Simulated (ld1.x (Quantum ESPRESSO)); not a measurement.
## Transferability test, PAW potential for aluminium (Al)

* Element: Al
* Generator: ld1.x (Quantum ESPRESSO) 7.5
* Type: PAW
* Functional: LDA (PZ)
* Relativity: non-relativistic
* Frozen core: [Ne]
* Valence charge: 3
* Reference configuration: 3s2 3p0 (charge +1)
* Partial waves: 3s (bound): rcut 1.60, rcutus 1.95 bohr; 3s channel at -0.8 Ry: rcut 1.60, rcutus 1.95 bohr; 3p (bound, empty): rcut 2.25, rcutus 2.55 bohr; 3p channel at 2.55 Ry: rcut 2.25, rcutus 2.55 bohr; 3d channel at 0.2 Ry: rcut 2.50, rcutus 2.65 bohr; 3d channel at 2.55 Ry: rcut 2.50, rcutus 2.65 bohr
* Local potential: all-electron potential smoothed inside 1.75 bohr (lloc = -1)
* Core correction: Bessel-smoothed model core, default radius (core density twice the valence density)
* Augmentation charge: PSQ, inside the norm-conserving radii

Energies are relative to the spin-unpolarised reference configuration 3s2 3p0; without spin polarisation the order of configurations can differ from experiment. Spin-polarised rows fill each open shell by Hund’s rule, majority spin first.

| valence configuration | charge | ΔE all-electron (eV) | error AE − PS (meV) |
| --- | --- | --- | --- |
| 3s2 3p1 | 0 | -5.857 | -0.8 |
| 3s1 3p0 | +2 | 19.343 | -16 |
| 3s2 3p0.5 | +0.5 | -3.727 | -0.4 |
| 3s0 3p3 | 0 | 4.579 | -1.0 |
| 3s2 3p1.3 | -0.3 | -6.456 | -0.8 |
| 3s2 3p1 (spin-polarised) | 0 | -5.992 | -0.9 |
| 3s1 3p0 (spin-polarised) | +2 | 18.916 | -20 |

Task: What are ΔE and the potential's error for 3s1 3p2?

Result: ΔE = -0.734 eV all-electron; the error (AE − PS) is +0.2 meV.

Task: What are ΔE and the potential's error for 3s1 3p1?

Result: ΔE = 5.780 eV all-electron; the error (AE − PS) is -1.3 meV.
